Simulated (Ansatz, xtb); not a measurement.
## Relative energy of two isomers of C5H8ClNO

We compare a, `CC(=O)N/C=C/CCl`, a singlet, with b, `CC(=O)/N=C/CCCl`, a singlet. Both are isolated molecules in the gas phase, relaxed with B3LYP/def2-SVP, each in the lowest conformer that the search found.

Task: Which of the two would you expect CCSD(T)/def2-SVP + ΔMP2/def2-TZVPP electronic energies to favour?

Result: Structure a; the calculation gives E(b) − E(a) = +0.254 eV.

Level by level:

```json
{"level": "GFN2-xTB", "geometry": "GFN2-xTB", "E(b) − E(a) (eV)": "+0.330", "departure from the last row (eV)": "+0.077", "job, with rough time for the two": "optimisation, 1.5 s"}
{"level": "HF/STO-3G", "geometry": "GFN2-xTB", "E(b) − E(a) (eV)": "+0.251", "departure from the last row (eV)": "−0.003", "job, with rough time for the two": "single point, 3.7 s"}
{"level": "r2SCAN-D4/def2-SVP", "geometry": "GFN2-xTB", "E(b) − E(a) (eV)": "+0.495", "departure from the last row (eV)": "+0.241", "job, with rough time for the two": "single point, 16 s"}
{"level": "B3LYP/def2-SVP", "geometry": "B3LYP/def2-SVP", "E(b) − E(a) (eV)": "+0.393", "departure from the last row (eV)": "+0.139", "job, with rough time for the two": "optimisation, 5.9 min"}
{"level": "HF/def2-SVP", "geometry": "B3LYP/def2-SVP", "E(b) − E(a) (eV)": "+0.261", "departure from the last row (eV)": "+0.008", "job, with rough time for the two": "part of the CCSD(T) run"}
{"level": "MP2/def2-SVP", "geometry": "B3LYP/def2-SVP", "E(b) − E(a) (eV)": "+0.242", "departure from the last row (eV)": "−0.012", "job, with rough time for the two": "part of the CCSD(T) run"}
{"level": "CCSD(T)/def2-SVP", "geometry": "B3LYP/def2-SVP", "E(b) − E(a) (eV)": "+0.197", "departure from the last row (eV)": "−0.056", "job, with rough time for the two": "single point"}
{"level": "CCSD(T)/def2-SVP + ΔMP2/def2-TZVPP", "geometry": "B3LYP/def2-SVP", "E(b) − E(a) (eV)": "+0.254", "departure from the last row (eV)": "", "job, with rough time for the two": "single point, 6.7 min"}
```

As drawn, b has 1 C–C, 1 C=N, 1 C–H in place of 1 C–N, 1 C=C, 1 N–H.

The levels shown agree on the order. The largest departure from CCSD(T)/def2-SVP + ΔMP2/def2-TZVPP is that of r2SCAN-D4/def2-SVP, 0.241 eV. The last row adds to CCSD(T) the change of the MP2 difference between the two basis sets, here +0.056 eV.

With thermal terms from frequencies at re-optimised GFN2-xTB minima (ideal gas, soft modes damped towards free rotors, one conformer each, 298.15 K, 1 atm): the zero-point term adds −0.028 eV; ΔH is +0.233 and ΔG +0.200 eV.

The correlated steps freeze 12 core orbitals. Run with Ansatz 0.2.0, xtb 6.7.1; the last row on 2 threads of Intel(R) Xeon(R) Processor @ 2.50GHz (Skylake/Cascade Lake) on a shared host.
